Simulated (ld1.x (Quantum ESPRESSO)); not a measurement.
**Building the TM potential for tantalum (PW91, scalar-relativistic).**

```json
{"Element": "Ta", "Generator": "ld1.x (Quantum ESPRESSO) 7.5", "Type": "norm-conserving Troullier–Martins (Kleinman–Bylander form)", "Functional": "PW91", "Relativity": "scalar-relativistic", "Frozen core": "[Kr] 4d10 4f14", "Valence charge": "13", "Reference configuration": "5s2 5p6 5d3 6s2 6p0", "Partial waves": "5s (bound): rc 1.25 bohr; 5d (bound): rc 2.60 bohr; 5p (bound): rc 1.70 bohr", "Local potential": "the p channel", "Core correction": "none"}
```

Occupied shells without a wave of their own: 6s. They enter only through the test configuration that unscreens the potential.

All-electron outer shells of the reference configuration (PW91, scalar-relativistic, ld1.x):

```tsv
shell	level (eV)	outermost node (bohr)	outermost maximum (bohr)
4d	-222.24	0.22	0.46
5s	-73.06	0.54	0.98
5p	-39.45	0.58	1.13
4f	-24.76	–	0.44
6s	-5.49	1.32	2.78
5d	-3.64	0.65	1.58
6p	-1.44	1.59	3.89
```

What the tests gave:

- Configuration tests: 6 of 7 tests not solved or not reliable (2 of them converged, to errors over 20 eV); not counted: 5s2 5p5 5d3 6s2 6p0 (solver errors, printed error -1172 eV); 5s1 5p6 5d3 6s2 6p0 (an occupied level unbound or not found, printed error -77.8 eV); 5s2 5p6 5d3 6s0 6p1 (pseudo-atom not self-consistent, printed error +72.9 eV); 3 more

A Bessel basis up to 400 Ry misses an occupied level by 0.02 Ry, so cutoffs and ghosts were not judged.

Generation and tests took about 14 s on one core of a shared server CPU.
